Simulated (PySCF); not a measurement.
Si(H)(Cl)(Me)(NH2) (CH₆ClNSi), SMILES [SiH](Cl)(N)C. Geometry: PBE-D3(BJ)/def2-SVP. One conformer was computed; it need not be the lowest.

Computed equilibrium geometry at PBE-D3(BJ)/def2-SVP (PySCF confirms it by a frequency run) as Cartesian coordinates in Å (one conformer of several):
```xyz
10

Si    -0.2538    -0.0473     0.5036
C      1.2340    -1.0368     1.0659
N     -1.5356    -1.1324     0.0730
Cl     0.4020     1.1930    -1.0771
H     -0.7946     0.8807     1.5483
H      0.9746    -1.6679     1.9396
H      1.5934    -1.6958     0.2493
H      2.0678    -0.3630     1.3451
H     -1.3252    -1.8920    -0.5812
H     -2.4525    -0.7332    -0.1473
```
